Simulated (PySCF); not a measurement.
Gas-phase reaction: TiF₄ + 2 O₃ ⇌ TiO₂ + 4 FO

Method: PySCF energies plus ideal-gas RRHO corrections (1 bar). † marks an energy on the PBE0/def2-TZVP geometry and frequencies; other levels use their own. 6-31G* has spherical d functions here. Open shells (unrestricted): FO (multiplicity 2); the rest are closed-shell singlets. Spin-orbit splitting is ignored; it lowers the true energy and changes the entropy of FO. B3LYP is the form with VWN-RPA correlation. Strong static correlation: O₃.

| level | ΔH°(298 K), kJ |
|---|---|
| B3LYP/6-31G* | ___ |
| BLYP/def2-TZVP† | 1359 |
| HF/6-31G* | 938 |
| M06-2X/def2-TZVP† | ___ |
| PBE0/def2-TZVP | ___ |
| LDA/def2-TZVP† | 1590 |

Question: Fill in the missing entries.

Answer: 
- B3LYP/6-31G*, ΔH°(298 K), kJ: 1339
- M06-2X/def2-TZVP†, ΔH°(298 K), kJ: 1350
- PBE0/def2-TZVP, ΔH°(298 K), kJ: 1336
